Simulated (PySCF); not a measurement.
A structure optimised at PBE0-D3(BJ)/def2-TZVPD, used in a PySCF frequency run:

```xyz
2

Ca     0.0000     0.0000    -0.5163
O      0.0000     0.0000     1.2907
```
Charge 0, spin multiplicity 1.

Task: Write its SMILES, formula and point group.

Result: [O]=[Ca], CaO, C∞v

Task: What are its rotational constants (standard atomic weights)?

Result: 13.536 GHz (linear rotor, B only)
